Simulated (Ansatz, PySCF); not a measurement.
Species: CH₅Ge, charge 0, doublet. CH5Ge (SMILES [CH2][GeH3], doublet).
B3LYP-D3(BJ)/def2-TZVP minimum from Ansatz (a quantum-chemistry and plane-wave program):
```
Ge
H 1 1.5391
H 1 1.5391 2 109.75
H 1 1.5445 2 108.10 3 117.68
C 1 1.9281 2 109.99 4 121.18
H 5 1.0828 1 121.98 2 151.66
H 5 1.0828 6 116.00 1 -177.81
```
Charge 0, spin multiplicity 2.

Atomisation energy term by term, kcal/mol (programs: Ansatz). UHF or UKS for unpaired electrons; spin-orbit terms are left out. Correlated methods leave the cores frozen (noble-gas shells, and filled d and f shells in the p block). No relativity. CBS(X,Y): correlation extrapolated as X^-3, Hartree-Fock from the larger set. A bracket is a step between two methods taken in the basis named. For partners of very few electrons the exact lower level stands in for a higher one.

```csv
term,basis,kcal/mol
Hartree-Fock,cc-pVQZ,372.75
CCSD correlation,"CBS(cc-pVTZ,cc-pVQZ)",109.77
(T),"CBS(cc-pVTZ,cc-pVQZ)",4.06
CCSDT(Q) - CCSD(T),cc-pVTZ,0.23
minus zero-point energy,Hessian by PySCF at B3LYP-D3(BJ)/def2-TZVP,-28.29
sum: D0,,458.5
```

The step beyond CCSD(T) by other levels: CCSDT(Q) in cc-pVDZ 0.39 kcal/mol.
